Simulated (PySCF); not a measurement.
Predicted microwave data (PBE0-D3(BJ)/def2-SVP geometry optimisation, gas phase in PySCF 2.14.0) for one isomer of C8H10O4:

```
Rotational constants : A = 1420, B = 687.1, C = 468.6 MHz
Dipole components    : |μa| = 0.67 D, |μb| = 1.44 D, |μc| = 0.03 D
Inertial defect      : -12.80 u·Å²
κ                    : -0.54
```

Question: Which candidate fits, each taken in the one conformer that was computed?
A. `[CH3:1][CH2:2][O:3][C:4]1=[C:5]([O:6][CH3:7])[C:8](=[O:9])[CH2:10][C:11]1=[O:12]` with C1–C2–O3–C4 180°, C2–O3–C4–C5 -179°, C4–C5–O6–C7 -178°
B. `[CH2:1]=[C:2]1[C@@H:3]([O:4][C:5]([CH3:6])=[O:7])[C@@H:8]1[O:9][C:10]([CH3:11])=[O:12]` with C2–C3–O4–C5 -178°, C3–O4–C5–C6 -178°, C3–C8–O9–C10 104°, C8–O9–C10–C11 -179°

Answer: A. It is CCOC1=C(OC)C(=O)CC1=O, an asymmetric top. The candidates at the same level (rigid rotor, commonest isotopes):

```csv
SMILES,A (MHz),B (MHz),C (MHz),μa (D),μb (D),μc (D),Δ (u·Å²),point group,rotor
C=C1[C@@H](OC(C)=O)[C@@H]1OC(C)=O,1206,613.3,449.0,0.16,2.32,0.18,-117.42,near C2,asymmetric top
CCOC1=C(OC)C(=O)CC1=O,1420,687.1,468.6,0.67,1.44,0.03,-12.80,–,asymmetric top
```

`C=C1[C@@H](OC(C)=O)[C@@H]1OC(C)=O` has A 15 % too low. No structure here is proved a minimum.
